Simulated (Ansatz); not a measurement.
Ansatz (a first-principles code) input:

Ansatz 0.2 input:
```yaml
crystal:
  periodic: [false, false, false]
  atoms:
    - {symbol: Cu, position_ang: [-0.00000000, -0.00000000, -1.21726486]}
    - {symbol: Br, position_ang: [0.00000000, 0.00000000, 1.00859089]}
basis:
  gaussian:
    orbitals: def2-TZVPD
hamiltonian:
  xc: {name: wB97X-V}
output: {forces: true}
```

**Question.** Predict the final energy.

**Answer.** -4214.32332 Eh (wB97X-V/def2-TZVPD). The basis has 105 functions.
